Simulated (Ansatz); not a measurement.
Computed with Ansatz on PBE0-D4/def2-TZVP structures; ΔE is electronic, products minus reactants. CCSD(T)/CBS is the MP2 limit (def2-TZVPP, def2-QZVPP) plus CCSD(T) − MP2 in def2-TZVPP, frozen cores. This one scheme is used for every species, atoms too. For atomizations the MP2-based limit and the directly extrapolated one differ by several kJ/mol either way, and by 10 to 25 for some Ge, Se and Sn compounds, so smaller differences from it don't rank the levels. Functionals use def2-TZVPP. No spin–orbit coupling; open shells (•) take unrestricted orbitals. Spin–orbit coupling would lower the free atoms: a little for O, Si. Bonds to As are less sure, by a few kJ/mol each and by 10 to 20 or more in all where they break to atoms, as the def2 sets lack core-valence functions. Scalar relativity is left out up to krypton. One conformer a species, not always the lowest.

Consider the atomization: `N[SiH2][AsH]O` → As• + 6 H• + N• + O• + Si•.

`N[SiH2][AsH]O`:

Cartesian coordinates in Å:
```
N 0.622 -1.633 0.719
Si -0.438 -0.285 0.820
As -0.852 0.795 -1.262
O 0.829 1.491 -1.327
H 1.597 -1.462 0.524
H 0.313 -2.480 0.270
H 0.172 0.705 1.743
H -1.757 -0.755 1.327
H -1.532 1.980 -0.564
H 1.046 1.645 -2.249
```

```
             level  ΔE (kJ/mol)
            B2PLYP       3058.3
SCS-MP2/def2-QZVPP       3110.5
```

(1) What does CCSD(T)/CBS give? (Estimate.)

Largest T1 diagnostic among the species: 0.012.

## Answers

(1) Ansatz gave: +3105.1 kJ/mol. The listed levels differ from it by -46.8, 5.4 kJ/mol.

The D4 term adds +34.3 kJ/mol with B3LYP and +18.0 kJ/mol with PBE0; it sums over pairs of atoms, weighted by their polarisabilities, and B3LYP, whose exchange is more repulsive, gets the larger term. From PBE to PBE0 (25 % exact exchange), in def2-TZVPP and without D4, ΔE moves by −72.2 kJ/mol: exact exchange takes away binding that semilocal exchange gives to molecules.

B3LYP here is the variant with VWN-RPA as its local correlation; programs differ in this.
